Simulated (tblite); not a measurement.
C₄H₉OPSi.
Structure used (GFN2-xTB), in Å, numbered top down from 1:
```xyz
16
C4H9OPSi angstrom
C      2.9104   -0.4348   -0.0402
C      1.6382   -0.7969   -0.1078
P      0.3265    0.2547   -0.7704
Si    -0.0364    1.5235    1.0474
C     -1.1088   -0.8578   -0.4642
C     -2.4290   -0.2991   -0.9162
O     -0.9749   -1.9621    0.0049
H      3.6661   -1.1010    0.3436
H      3.2469    0.5386   -0.3601
H      1.3054   -1.7832    0.1950
H     -0.3732    0.7659    2.2535
H     -1.1366    2.4251    0.6969
H      1.2074    2.2640    1.2509
H     -3.2352   -0.6783   -0.2917
H     -2.5993   -0.6384   -1.9386
H     -2.4151    0.7886   -0.9146
```

Method: GFN2-xTB as coded in tblite; computed harmonic values from a numerical Hessian at the method's own geometry, unscaled. This tight-binding method is rough: wavenumbers can miss measured ones by several per cent, in bad cases by 10 to 20. Modes of hydrogen on silicon can be 10 to 20 % off. One conformer, not necessarily the lowest.

Harmonic wavenumbers (cm⁻¹): 40.9, 51.4, 71.3, 88.6, 134.4, 140.0, 162.7, 309.7, 329.4, 430.7, 458.8, 482.3, 494.4, 522.5, 569.4, 641.2, 723.1, 746.9, 757.2, 784.3, 879.7, 948.5, 986.4, 996.7, 1010.4, 1096.2, 1227.1, 1362.0, 1396.5, 1440.1, 1448.0, 1649.0, 1718.4, 2244.0, 2258.8, 2275.4, 2999.8, 3020.2, 3023.7, 3034.0, 3084.9, 3107.8.

A = 2199, B = 1460, C = 1050 MHz; mass 132.016 u (most abundant isotopes); point group C1, symmetry number 1.

**Question.** Zero-point energy?

**Answer.** ½Σν̃ = 24573 cm⁻¹ = 70.26 kcal/mol.

**Question.** Entropy at 400 K, 1 bar (ideal gas, RRHO, classical rotation)?

**Answer.** Translation 42.03, rotation 29.82, vibration 45.20: S = 117.1 cal/(mol K).

**Question.** And Cp and H(400 K) − H(0)?

**Answer.** Cp = 47.10 cal/(mol K), of which vibrations give 39.15 (their classical limit is 42 R = 83.5); H(400 K) − H(0) = 11.91 kcal/mol without the zero-point energy, 8.73 from vibrations.

**Question.** Which modes carry the vibrational entropy at 400 K?

**Answer.** 40.9 cm⁻¹: 5.80; 51.4 cm⁻¹: 5.34; 71.3 cm⁻¹: 4.70; 88.6 cm⁻¹: 4.27; 134.4 cm⁻¹: 3.45; 140.0 cm⁻¹: 3.37 cal/(mol K); the other 36 give 18.27 together.

**Question.** Blend soft modes into free rotors: weight 1/[1 + (100 cm⁻¹/ν̃)⁴] for the oscillator and the rest for a rotor with moment μB/(μ + B), μ = h/(8π²ν), B = 10⁻⁴⁴ kg m². What vibrational entropy results?

**Answer.** 40.16 cal/(mol K) in place of 45.20, which changes −T·S at 400 K by +2.01 kcal/mol.

**Question.** How do the functions run with temperature in this model?

**Answer.** 
```tsv
T (K)	S (cal/(mol K))	Cp (cal/(mol K))	H − H(0) (kcal/mol)	G − H(0) (kcal/mol)	ln q(vib)
150	82.5	25.7	2.66	-9.71	4.35
250	97.8	35.2	5.70	-18.75	7.46
298.15	104.4	39.4	7.50	-23.62	8.88
600	138.4	58.3	22.53	-60.52	16.98
900	164.3	69.1	41.76	-106.07	23.91
```

q(vib) and H(0) count from the zero-point level.

Hindered rotation and anharmonicity are outside this model. Other conformers, if any are populated, would add a mixing term that is left out. The structure is chiral; the term R ln 2 for an equal mix with its mirror image is left out.
